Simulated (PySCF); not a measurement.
PySCF input for SiOBr, SMILES O=[Si]Br, multiplicity 2, TDA-CAM-B3LYP/def2-SVPD. Geometry optimised at TPSSh-D3(BJ)/def2-TZVP.

```python
import numpy as np
from pyscf import gto, scf, dft, tdscf

mol = gto.M(
    atom='''
    Si    0.46670023    1.16818666    0.00000000
    O    -0.53233153    2.32594583    0.00000000
    Br   -0.06500432   -0.99891943    0.00000000
    ''',
    basis='def2-SVPD',
    charge=0,
    spin=1,
    max_memory=1600,
    verbose=4,
)
mf = dft.UKS(mol, xc='cam-b3lyp').density_fit(auxbasis='def2-universal-jkfit')
mf.grids.level = 3
mf.conv_tol = 1e-9
mf.max_cycle = 100
mf.kernel()
fine, coarse = mf.grids, dft.Grids(mol).set(level=1).build(with_non0tab=True)
for _ in range(3):  # follow internal instabilities
    mf.grids = coarse
    mo, _, stable, _ = mf.stability(return_status=True, nroots=4)
    mf.grids = fine
    if stable:
        break
    mf.kernel(mf.make_rdm1(mo, mf.mo_occ))
mf.grids = dft.Grids(mol).set(level=1).build(with_non0tab=True)  # coarser grid for the response kernel
td = tdscf.TDA(mf)
td.nstates = 10
td.conv_tol = 1e-4
td.positive_eig_threshold = 1e-6
td.kernel(x0=td.get_init_guess(mf, 15))
td.analyze()
```

Log of the run:

```
PySCF version 2.14.0

[INPUT] verbose = 4
[INPUT] num. atoms = 3
[INPUT] num. electrons = 57
[INPUT] charge = 0
[INPUT] spin (= nelec alpha-beta = 2S) = 1
[INPUT] symmetry False subgroup None
[INPUT] Mole.unit = angstrom
[INPUT] Symbol           X                Y                Z      unit          X                Y                Z       unit  Magmom
[INPUT]  1 Si     0.466700230000   1.168186660000   0.000000000000 AA    0.881935616972   2.207552849770   0.000000000000 Bohr   0.0
[INPUT]  2 O     -0.532331530000   2.325945830000   0.000000000000 AA   -1.005960799171   4.395400599274   0.000000000000 Bohr   0.0
[INPUT]  3 Br    -0.065004320000  -0.998919430000   0.000000000000 AA   -0.122840361714  -1.887684143207   0.000000000000 Bohr   0.0

nuclear repulsion = 199.092259660697
number of shells = 34
number of NR pGTOs = 158
number of NR cGTOs = 88
basis = def2-SVPD
ecp = {}


[settings echo left out]
init E= -2937.58684114283
  alpha nocc = 29  HOMO = -0.22878611137831  LUMO = -0.0684164324205305
  beta  nocc = 28  HOMO = -0.383959133532634  LUMO = -0.228786111378311

WARN: HOMO -0.22878611137831 >= LUMO -0.228786111378311

cycle= 1 E= -2938.30770325277  delta_E= -0.721  |g|= 0.681  |ddm|= 1.55
  alpha nocc = 29  HOMO = -0.16989994601124  LUMO = -0.0261202537825667
  beta  nocc = 28  HOMO = -0.194019876477159  LUMO = -0.113652397479181
  HOMO = -0.169899946011  LUMO = -0.113652397479  gap/eV = 1.53057
cycle= 2 E= -2936.8594377834  delta_E= 1.45  |g|= 1.84  |ddm|= 1.98
  alpha nocc = 29  HOMO = -0.334021660906948  LUMO = -0.0509400751818578
  beta  nocc = 28  HOMO = -0.375983379713931  LUMO = -0.16543100055502
  HOMO = -0.334021660907  LUMO = -0.165431000555  gap/eV = 4.58759
cycle= 3 E= -2938.52522345173  delta_E= -1.67  |g|= 0.0751  |ddm|= 1.47
  alpha nocc = 29  HOMO = -0.328981119011779  LUMO = -0.0257326787740384
  beta  nocc = 28  HOMO = -0.375285309835255  LUMO = -0.137047480819278
  HOMO = -0.328981119012  LUMO = -0.137047480819  gap/eV = 5.22278
cycle= 4 E= -2938.52855370946  delta_E= -0.00333  |g|= 0.0616  |ddm|= 0.236
  alpha nocc = 29  HOMO = -0.335581741298485  LUMO = -0.0312000969556574
  beta  nocc = 28  HOMO = -0.381503375995672  LUMO = -0.138708137867323
  HOMO = -0.335581741298  LUMO = -0.138708137867  gap/eV = 5.35720
cycle= 5 E= -2938.53062115982  delta_E= -0.00207  |g|= 0.0172  |ddm|= 0.0854
  alpha nocc = 29  HOMO = -0.336199589868233  LUMO = -0.0304167323242792
  beta  nocc = 28  HOMO = -0.382777334245264  LUMO = -0.136497882240483
  HOMO = -0.336199589868  LUMO = -0.13649788224  gap/eV = 5.43416
cycle= 6 E= -2938.53078915261  delta_E= -0.000168  |g|= 0.00623  |ddm|= 0.0236
  alpha nocc = 29  HOMO = -0.336303879224302  LUMO = -0.029931981825742
  beta  nocc = 28  HOMO = -0.382779106005029  LUMO = -0.135184468645646
  HOMO = -0.336303879224  LUMO = -0.135184468646  gap/eV = 5.47274
cycle= 7 E= -2938.53083623582  delta_E= -4.71e-05  |g|= 0.00187  |ddm|= 0.0158
  alpha nocc = 29  HOMO = -0.336729747396812  LUMO = -0.0302215881741694
  beta  nocc = 28  HOMO = -0.3827903620651  LUMO = -0.135231417781021
  HOMO = -0.336729747397  LUMO = -0.135231417781  gap/eV = 5.48305
cycle= 8 E= -2938.53084689448  delta_E= -1.07e-05  |g|= 0.000818  |ddm|= 0.00729
  alpha nocc = 29  HOMO = -0.336617219634286  LUMO = -0.0301400325179082
  beta  nocc = 28  HOMO = -0.382567133456226  LUMO = -0.135085652755071
  HOMO = -0.336617219634  LUMO = -0.135085652755  gap/eV = 5.48395
cycle= 9 E= -2938.53084970773  delta_E= -2.81e-06  |g|= 0.000529  |ddm|= 0.00353
  alpha nocc = 29  HOMO = -0.336623491308754  LUMO = -0.0301560376029792
  beta  nocc = 28  HOMO = -0.382555630195778  LUMO = -0.13507766719479
  HOMO = -0.336623491309  LUMO = -0.135077667195  gap/eV = 5.48434
cycle= 10 E= -2938.53085085934  delta_E= -1.15e-06  |g|= 0.000243  |ddm|= 0.0027
  alpha nocc = 29  HOMO = -0.33660826470923  LUMO = -0.0301722792499275
  beta  nocc = 28  HOMO = -0.382530155507053  LUMO = -0.135105001231766
  HOMO = -0.336608264709  LUMO = -0.135105001232  gap/eV = 5.48318
cycle= 11 E= -2938.53085112035  delta_E= -2.61e-07  |g|= 5.86e-05  |ddm|= 0.0017
  alpha nocc = 29  HOMO = -0.336599541129371  LUMO = -0.0301681297149634
  beta  nocc = 28  HOMO = -0.382515626422831  LUMO = -0.135101758783254
  HOMO = -0.336599541129  LUMO = -0.135101758783  gap/eV = 5.48303
cycle= 12 E= -2938.53085113042  delta_E= -1.01e-08  |g|= 2.9e-05  |ddm|= 0.000237
  alpha nocc = 29  HOMO = -0.336600051777971  LUMO = -0.030167278352859
  beta  nocc = 28  HOMO = -0.38251512104279  LUMO = -0.135100126786913
  HOMO = -0.336600051778  LUMO = -0.135100126787  gap/eV = 5.48309
cycle= 13 E= -2938.53085113281  delta_E= -2.39e-09  |g|= 1.64e-05  |ddm|= 0.000123
  alpha nocc = 29  HOMO = -0.336600996356904  LUMO = -0.0301683183979518
  beta  nocc = 28  HOMO = -0.382513720582954  LUMO = -0.135100188519421
  HOMO = -0.336600996357  LUMO = -0.135100188519  gap/eV = 5.48312
cycle= 14 E= -2938.53085113323  delta_E= -4.21e-10  |g|= 4.61e-06  |ddm|= 5.01e-05
  alpha nocc = 29  HOMO = -0.336600588369868  LUMO = -0.0301679052059978
  beta  nocc = 28  HOMO = -0.382514263607757  LUMO = -0.13509989822786
  HOMO = -0.33660058837  LUMO = -0.135099898228  gap/eV = 5.48311
Extra cycle  E= -2938.53085113328  delta_E= -4.87e-11  |g|= 4.63e-06  |ddm|= 1.35e-05
converged SCF energy = -2938.53085113328  <S^2> = 0.7569059  2S+1 = 2.006894
tot grids = 18928
uhf_internal: lowest eigs of H = [0.17089014 0.18624367 0.24676154 0.2561047 ]
<class 'pyscf.df.df_jk.DFUKS'> wavefunction is stable in the internal stability analysis
tot grids = 18928
Overwritten attributes  positive_eig_threshold  of <class 'pyscf.tdscf.uks.TDA'>


******** <class 'pyscf.tdscf.uks.TDA'> for <class 'pyscf.df.df_jk.DFUKS'> ********
nstates = 10
deg_eia_thresh = 1.000e-03
wfnsym = None
conv_tol = 0.0001
eigh lindep = 1e-12
eigh level_shift = 0
eigh max_cycle = 100


Excitation energies (eV)
[2.63987846 2.80358991 3.58798965 3.85808986 3.93466241 4.27927562
 4.99338096 5.12769138 5.49167603 5.9673918 ]

** Excitation energies and oscillator strengths **
Excited State   1:      2.63988 eV    469.66 nm  f=0.0050
      24b ->   29b      0.10668
      26b ->   29b      0.18711
      28b ->   29b     -0.95621
Excited State   2:      2.80359 eV    442.23 nm  f=0.0007
      25b ->   29b     -0.33629
      27b ->   29b      0.92473
Excited State   3:      3.58799 eV    345.55 nm  f=0.0076
      29a ->   30a     -0.87696
      25b ->   29b      0.38408
      27b ->   29b      0.23262
Excited State   4:      3.85809 eV    321.36 nm  f=0.0146
      26a ->   30a     -0.10696
      26b ->   29b      0.94820
      28b ->   29b      0.21381
Excited State   5:      3.93466 eV    315.11 nm  f=0.0177
      29a ->   30a      0.43613
      25b ->   29b      0.84068
      27b ->   29b      0.26688
Excited State   6:      4.27928 eV    289.73 nm  f=0.0253
      26a ->   30a     -0.15530
      27a ->   30a      0.34270
      24b ->   29b     -0.90135
Excited State   7:      4.99338 eV    248.30 nm  f=0.0073
      26a ->   30a     -0.33071
      27a ->   30a      0.57347
      24b ->   29b      0.25363
      25b ->   30b      0.32133
      27b ->   30b     -0.58794
Excited State   8:      5.12769 eV    241.79 nm  f=0.0000
      25a ->   30a     -0.30150
      28a ->   30a      0.77755
      26b ->   30b      0.18661
      28b ->   30b     -0.49262
Excited State   9:      5.49168 eV    225.77 nm  f=0.0037
      28a ->   30a      0.52743
      26b ->   30b     -0.22545
      28b ->   30b      0.79781
Excited State  10:      5.96739 eV    207.77 nm  f=0.0434
      26a ->   30a      0.14876
      27a ->   30a      0.24596
      29a ->   31a      0.85306
      29a ->   32a     -0.12564
      29a ->   33a     -0.25543
      29a ->   35a     -0.16394
      23b ->   29b      0.18687

** Transition electric dipole moments (AU) **
state          X           Y           Z        Dip. S.      Osc.
  1         0.2605     -0.0948      0.0000      0.0768      0.0050
  2         0.0000     -0.0000     -0.1029      0.0106      0.0007
  3        -0.0000     -0.0000     -0.2946      0.0868      0.0076
  4         0.3773      0.1119     -0.0000      0.1549      0.0146
  5         0.0000      0.0000      0.4282      0.1834      0.0177
  6         0.1799     -0.4567      0.0000      0.2409      0.0253
  7        -0.0847      0.2289      0.0000      0.0596      0.0073
  8        -0.0000      0.0000     -0.0174      0.0003      0.0000
  9        -0.0000      0.0000     -0.1664      0.0277      0.0037
 10        -0.4661     -0.2822     -0.0000      0.2969      0.0434

** Transition velocity dipole moments (imaginary part, AU) **
state          X           Y           Z        Dip. S.      Osc.
  1        -0.0308      0.0302     -0.0000      0.0019      0.0128
  2         0.0000      0.0000      0.0096      0.0001      0.0006
  3        -0.0000     -0.0000      0.0223      0.0005      0.0025
  4         0.0251      0.0021     -0.0000      0.0006      0.0030
  5         0.0000      0.0000      0.0261      0.0007      0.0032
  6         0.0029     -0.0346      0.0000      0.0012      0.0051
  7         0.0109      0.0096      0.0000      0.0002      0.0008
  8         0.0000     -0.0000     -0.0036      0.0000      0.0000
  9        -0.0000      0.0000     -0.0066      0.0000      0.0001
 10        -0.0954     -0.0613      0.0000      0.0129      0.0391

** Transition magnetic dipole moments (imaginary part, AU) **
state          X           Y           Z
  1        -0.0000      0.0000     -0.2135
  2         0.0778      0.0237     -0.0000
  3         0.3063     -0.6644     -0.0000
  4         0.0000     -0.0000      0.0530
  5        -0.2810      0.4595     -0.0000
  6        -0.0000      0.0000      0.5398
  7         0.0000      0.0000     -0.1320
  8        -0.1289     -0.0782     -0.0000
  9        -0.1687     -0.2305      0.0000
 10        -0.0000     -0.0000     -0.2801
```

The calculation finished and met its thresholds.
